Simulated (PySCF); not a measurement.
## Stretching CuF⁺

Set-up: basis Cu def2-TZVPPD, F def2-TZVPPD; no relativity; PySCF 2.14. Energies in eV from Cu⁺ (3d10) + F in their ground configurations at the same level. State: ²Σ⁺ (doublet), unpaired electrons σ ↑.

```
R (Å)  r²SCAN    PW91  LC-ωPBE  r²SCAN0
1.457  -0.782  -0.687   -0.232   -0.368
1.525  -1.471  -1.398   -0.913   -1.042
1.592  -1.832  -1.788   -1.264   -1.381
1.643  -1.952  -1.932   -1.376   -1.480
1.694  -1.982  -1.986   -1.395   -1.484
1.745  -1.946  -1.975   -1.348   -1.422
1.813  -1.830  -1.892   -1.219   -1.272
1.897  -1.624  -1.722   -1.002   -1.031
1.999  -1.345  -1.475   -0.722   -0.739
2.134  -0.987  -1.142   -0.400   -0.427
```

Put a parabola through the three lowest points of the r²SCAN curve and estimate Re, k and ωe (reduced mass 14.59 u; 1 eV/Å² = 0.16022 mdyn/Å; ωe = 1302.8·√(k/μ) cm⁻¹).

Through R = 1.643, 1.694, 1.745 Å the second-order coefficient is 12.7 eV/Å², so Re ≈ 1.692 Å, k ≈ 4.07 mdyn/Å and ωe ≈ 688 cm⁻¹. A polynomial fit of higher order to the unrounded r²SCAN energies gives Re = 1.689 Å, k = 4.17 mdyn/Å, ωe = 696 cm⁻¹; anharmonicity and rounding make the difference.

The higher-order fit for each curve: r²SCAN: Re = 1.689 Å, ωe = 696 cm⁻¹, De = 1.98 eV; PW91: Re = 1.709 Å, ωe = 649 cm⁻¹, De = 1.99 eV; LC-ωPBE: Re = 1.681 Å, ωe = 718 cm⁻¹, De = 1.40 eV; r²SCAN0: Re = 1.671 Å, ωe = 751 cm⁻¹, De = 1.49 eV.

For an ion De counts to the pair picked by the measured ionisation energies or electron affinities, which need not be the lowest pair at this level. The state is the lowest single determinant that the PBE0 search found; with open d or f shells the true ground state can be another one.
